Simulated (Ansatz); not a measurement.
`CC(C)(C)C(=O)/C=C\O`, charge 0, multiplicity 1.

Task: Give a relaxed structure at PBE0-D4/def2-TZVP (Ansatz 0.2.0). (Estimate.)

Result: Computed: 
Z-matrix (Å, degrees):
```
C
C 1 1.531
H 1 1.093 2 111.1
H 1 1.093 2 109.5 3 -119.2
H 1 1.092 2 112.1 3 121.1
C 2 1.522 1 109.8 3 60.5
C 2 1.531 1 109.8 3 -178.7
C 2 1.523 1 108.8 3 -59.7
H 6 1.093 2 109.6 1 60.4
H 6 1.091 2 111.3 1 -179.5
H 6 1.091 2 111.3 1 -59.7
H 7 1.093 2 111.1 1 178.7
H 7 1.093 2 109.5 1 -62.0
H 7 1.092 2 112.1 1 57.7
O 8 1.240 2 120.1 1 120.1
C 8 1.440 2 119.6 1 -59.9
C 16 1.358 8 119.3 2 179.9
H 16 1.079 8 121.6 2 -0.0
O 17 1.308 16 124.0 8 0.0
H 17 1.088 16 121.9 8 -180.0
H 19 1.012 17 104.3 16 0.0
```
Point group Cs.
This is one stationary point; other conformers may exist.
